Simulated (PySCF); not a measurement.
Compound: 4-picoline N-oxide, C6H7NO.
SMILES with atom numbers: `[CH3:1][c:2]1[cH:3][cH:4][n+:5]([O-:6])[cH:7][cH:8]1` (hydrogens: H9, H10, H11 on C1; H12 on C3; H13 on C4; H14 on C7; H15 on C8)

Geometry (PBE0-D3(BJ)/def2-SVP, Å), atoms numbered from 1 in this order:
```
atom  x, y, z in Å
C1     2.4274   -0.2490   -0.2088
C2     0.9409   -0.0969   -0.1040
C3     0.0861   -1.1971    0.0266
C4    -1.2849   -1.0455    0.0913
N5    -1.8771    0.1876    0.0310
O6    -3.1207    0.3123    0.0910
C7    -1.0591    1.2788   -0.0920
C8     0.3144    1.1531   -0.1588
H9     2.7801   -1.1370    0.3354
H10    2.7430   -0.3629   -1.2599
H11    2.9510    0.6294    0.1953
H12    0.4909   -2.2106    0.0829
H13   -1.9966   -1.8636    0.1953
H14   -1.5993    2.2241   -0.1271
H15    0.9066    2.0666   -0.2546
```

Computed, not measured: PBE0-D3(BJ)/def2-SVP geometry optimisation, gas phase (PySCF 2.14.0).

Masses are those of the commonest isotopes; rigid-rotor values at the optimised geometry. 

(1) Give the principal moments of inertia and the rotational constants in GHz.

(2) What kind of rotor is it?

(3) Is it planar, by Δ = Ic − Ia − Ib?

(4) Give the other two planar moments, Paa and Pbb, and the rms extents of the mass along the axes.

(5) List the rotational levels J(Ka,Kc) to J = 4 (MHz).

(6) Which types of transition are allowed, and where do some lines up to J = 5 fall?

(7) Estimate the classical rotational partition function at 25 K, 50 K and 100 K.

Results:

(1) Ia = 87.68, Ib = 332.30, Ic = 416.81 u·Å²; 505379 MHz·u·Å²/I gives 5764, 1521 and 1213 MHz, that is A = 5.7636, B = 1.5208, C = 1.2125 GHz.

(2) An asymmetric top. Ray's parameter κ = (2B − A − C)/(A − C) = -0.865; −1 is the prolate and +1 the oblate limit.

(3) Not planar: Δ = Ic − Ia − Ib = -3.18 u·Å². For a rigid frame Δ = −2 Σ m c², so Σ m c² = 1.59 u·Å² lies off the ab plane: 1.58 from hydrogen and 0.01 from heavier atoms. The atom farthest from that plane is 1.05 Å away.

(4) Paa = Σ m a² = (Ib + Ic − Ia)/2 = 330.71 and Pbb = Σ m b² = (Ia + Ic − Ib)/2 = 86.09 u·Å². With the mass M = 109.05 u, the rms extents √(P/M) along a, b and c are 1.74, 0.89, 0.12 Å.

(5) Above 0(0,0):
J = 1: 1(0,1) 2733, 1(1,1) 6976, 1(1,0) 7284
J = 2: 2(0,2) 8184, 2(1,2) 12134, 2(1,1) 13059, 2(2,1) 25788, 2(2,0) 25804
J = 3: 3(0,3) 16319, 3(1,3) 19862, 3(1,2) 21712, 3(2,2) 33988, 3(2,1) 34068, 3(3,1) 55982, 3(3,0) 55983
J = 4: 4(0,4) 27093, 4(1,4) 30148, 4(1,3) 33227, 4(2,3) 44908, 4(2,2) 45148, 4(3,2) 66946, 4(3,1) 66950, 4(4,1) 97697, 4(4,0) 97697
The levels of one J sum to (2J + 1)J(J + 1)(A + B + C)/3.

(6) The dipole components are |μa| = 4.33 D, |μb| = 0.00 D, |μc| = 0.04 D; the mirror of this Cs structure is the ac plane, so μb vanishes by symmetry and there are no b-type lines. The squared components, which scale the intensities, stand as 1.00 : 0.00 (a : c). Some lines, for components of 0.1 D or more:

| type | branch | J(Ka,Kc) | MHz | lower level (cm⁻¹) |
| --- | --- | --- | --- | --- |
| a | Q | 5(2,3) ← 5(2,4) | 551 | 1.953 |
| a | Q | 2(1,1) ← 2(1,2) | 925 | 0.405 |
| a | Q | 3(1,2) ← 3(1,3) | 1849 | 0.663 |
| a | R | 1(0,1) ← 0(0,0) | 2733 | 0.000 |
| a | Q | 4(1,3) ← 4(1,4) | 3080 | 1.006 |
| a | Q | 5(1,4) ← 5(1,5) | 4610 | 1.434 |
| a | R | 2(1,2) ← 1(1,1) | 5158 | 0.233 |
| a | R | 2(0,2) ← 1(0,1) | 5450 | 0.091 |
| a | R | 2(1,1) ← 1(1,0) | 5775 | 0.243 |
| a | R | 3(1,3) ← 2(1,2) | 7728 | 0.405 |
| a | R | 3(0,3) ← 2(0,2) | 8136 | 0.273 |
| a | R | 3(2,2) ← 2(2,1) | 8200 | 0.860 |
| a | R | 3(2,1) ← 2(2,0) | 8265 | 0.861 |
| a | R | 3(1,2) ← 2(1,1) | 8652 | 0.436 |
| a | R | 4(1,4) ← 3(1,3) | 10286 | 0.663 |
| a | R | 4(0,4) ← 3(0,3) | 10774 | 0.544 |
| a | R | 4(3,2) ← 3(3,1) | 10964 | 1.867 |
| a | R | 4(3,1) ← 3(3,0) | 10967 | 1.867 |
| a | R | 4(2,2) ← 3(2,1) | 11080 | 1.136 |
| a | R | 5(1,5) ← 4(1,4) | 12830 | 1.006 |
| a | R | 5(0,5) ← 4(0,4) | 13355 | 0.904 |
| a | R | 5(2,4) ← 4(2,3) | 13631 | 1.498 |
| a | R | 5(4,2) ← 4(4,1) | 13703 | 3.259 |
| a | R | 5(4,1) ← 4(4,0) | 13703 | 3.259 |
| a | R | 5(3,3) ← 4(3,2) | 13717 | 2.233 |
| a | R | 5(3,2) ← 4(3,1) | 13728 | 2.233 |
| a | R | 5(2,3) ← 4(2,2) | 13942 | 1.506 |
| a | R | 5(1,4) ← 4(1,3) | 14361 | 1.108 |

(7) Point group Cs, symmetry number σ = 1; q = (√π/σ)·√((kT/h)³/(ABC)), k/h = 20836.6 MHz/K: 6460 at 25 K, 18300 at 50 K, 51700 at 100 K.

No PBE0-D3(BJ)/def2-SVP frequencies stand behind this structure, so it isn't proved a minimum. Constants of a rigid frame at the computed geometry: no zero-point averaging, no centrifugal distortion. A rigid rotor knows nothing of internal rotation, which can split or shift real lines. Quadrupole hyperfine structure (14N) is left out.

The run took 41 s wall on one thread, Arm Neoverse V2 (aarch64), shared host, and the process peaked at 0.72 GiB of memory. That covers the optimisation of the geometry.
